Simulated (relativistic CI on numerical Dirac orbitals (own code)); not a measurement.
# One change at a time: Zn¹²⁺

Base calculation: Dirac-Coulomb-Breit CI, KLI orbitals optimised for each configuration, a model potential for QED, unscaled Slater integrals.

Configuration list (outside the closed core [Ne]): 3s²3p⁶, 3s²3p⁵3d, 3s3p⁶3d, 3s²3p⁵4s, 3s²3p⁵4p, 3s²3p⁵4d, 3s3p⁶4s, 3s²3p⁵4f, 3s3p⁶4p, 3p⁶3d4p, 3s3p⁶4d, 3s²3p⁵5s, 3s²3p⁵5p, 3s²3p⁵5d, 3s3p⁶4f, 3s²3p⁵5f, 3s²3p⁵5g, 3s²3p⁵6s, 3s²3p⁵6p, 3s3p⁶5s, 3s²3p⁵6d, 3s3p⁶5p, 3s3p⁶5d, 3p⁶3d², 3p⁵3d³, 3p⁵3d²4s, 3p⁵3d²4p, 3p⁵3d²4d, 3p⁶3d4s, 3p⁵3d4s², 3p⁵3d4s4p, 3p⁵3d4s4d. Double excitations out of closed p, d and f shells are left out; levels of such configurations are missing from the list, as are those of other unlisted configurations, and high levels can miss mixing partners. These lack a partner that the ground configuration has and come out too high: 3s²3p⁵4f, 3s²3p⁵5s, 3s²3p⁵5p, 3s²3p⁵5d, 3s²3p⁵5f.

The lowest level and the first level of each name with at least 55 % of one term (blank where a level has no safe partner in the second run):

```
        Level  Base (cm⁻¹)  Shift (cm⁻¹)
   3s²3p⁶ ¹S0            0             0
3s²3p⁵3d ³P°0       524932          -167
3s²3p⁵3d ³P°1       530382          -162
3s²3p⁵3d ³P°2       541826          -154
3s²3p⁵3d ³F°4       552667          +399
3s²3p⁵3d ³F°3       557906          +327
3s²3p⁵3d ³F°2       567521          +275
3s²3p⁵3d ³D°3       596110          -302
3s²3p⁵3d ³D°1       607715          -361
3s²3p⁵3d ³D°2       615656          -348
3s²3p⁵3d ¹F°3       619564          -183
3s²3p⁵3d ¹P°1       789838          +165
  3s3p⁶3d ³D1      1033948         +1315
  3s3p⁶3d ³D2      1035906         +1313
```

At this charge energies of transitions that change n are usually good to better than 1 %, and those within a shell (Δn = 0) to a few per cent.

Task: One thing was changed in a second run, which moved the levels as shown. Which?
A. Breit term removed
B. configuration mixing switched off
C. QED terms removed
D. P86 correlation estimate

Result: B. Configuration mixing switched off. Without mixing, levels that were pushed by configurations of the same parity and J return to their single-configuration places.

LS names give the leading component of a level, which can be under half, so a name can repeat, a term be missing and a line seem to break the LS rules.
